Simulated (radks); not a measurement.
The nuclear charge of neutral phosphorus is varied continuously with 15 electrons held in [Ne] 3s2 3p3. Calculated with a radial shooting solver on a logarithmic mesh with Libxc functionals: scalar-relativistic Kohn-Sham, LDA (Slater exchange, Perdew-Wang correlation), spin-polarised, spherical densities, finite nucleus; open shells are filled with parallel spins first; Fermi nuclear charge, rms radius 3.1889 fm. By the Hellmann-Feynman theorem dE/dZ = E(electron-nucleus)/Z, the electronic potential at the nucleus (averaged over a nucleus of fixed radius). The scalar-relativistic energy here is not variational (the density holds large components alone), so the two differ by a part that grows with Z.

Z	E (hartree)	E(electron-nucleus)/Z (hartree)	HOMO	e(HOMO) (eV)	<r> HOMO (bohr)
14.8	-330.08259	-53.3424	3p	-4.424	2.459
14.9	-335.44145	-53.8103	3p	-5.330	2.391
15	-340.84712	-54.2778	3p	-6.277	2.327
15.1	-346.29955	-54.7450	3p	-7.265	2.269
15.2	-351.79872	-55.2119	3p	-8.293	2.214
15.3	-357.34460	-55.6785	3p	-9.360	2.162
15.4	-362.93716	-56.1450	3p	-10.465	2.113
15.5	-368.57640	-56.6112	3p	-11.607	2.068
15.6	-374.26229	-57.0773	3p	-12.787	2.024
15.7	-379.99482	-57.5432	3p	-14.004	1.983
15.8	-385.77397	-58.0090	3p	-15.257	1.944
15.9	-391.59973	-58.4747	3p	-16.546	1.907
16	-397.47209	-58.9402	3p	-17.871	1.871

The central difference of E at Z = 15 is -54.290 hartree, to compare with the third column; the second derivative is -4.68 hartree.
